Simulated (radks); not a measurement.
All-electron atom: Ir0.25+ in [Xe] 4f14 5d5.25 6s2 6p1.5 (fractional occupations, a model configuration). All-electron calculation, scalar-relativistic Kohn-Sham, PBE, spin-unpolarised, spherical densities, finite nucleus; Fermi nuclear charge, rms radius 5.4032 fm. Program: a radial shooting solver on a logarithmic mesh with Libxc functionals.

Unscreened Slater integrals over Kohn-Sham orbitals (hartree).

integral,value
"F0(6p,6p)",0.24998
"F2(6p,6p)",0.13272
"F0(6p,6s)",0.28443
"G1(6p,6s)",0.16674
"F0(6p,5d)",0.31214
"F2(6p,5d)",0.095941
"G1(6p,5d)",0.044882
"G3(6p,5d)",0.035253
"F0(6p,5p)",0.32219
"F2(6p,5p)",0.065854
"G0(6p,5p)",0.010995
"G2(6p,5p)",0.014746
"F0(6s,6s)",0.34385
"F0(6s,5d)",0.40536
"G2(6s,5d)",0.098719
"F0(6s,5p)",0.42780
"G1(6s,5p)",0.032005
"F0(5d,5d)",0.57166
"F2(5d,5d)",0.29529
"F4(5d,5d)",0.19499
"F0(5d,5p)",0.65698
"F2(5d,5p)",0.32210
"G1(5d,5p)",0.38458
"G3(5d,5p)",0.23790
"F0(5p,5p)",0.80136
"F2(5p,5p)",0.43256

Derived for the open shells (J is the average intra-shell exchange parameter used in DFT+U). 5d: Racah B = F2/49 - 5 F4/441 = 0.003816 hartree, C = 35 F4/441 = 0.01548 hartree, C/B = 4.06, F4/F2 = 0.660, J = (F2 + F4)/14 = 0.03502 hartree. 6p: J = F2/5 = 0.02654 hartree.
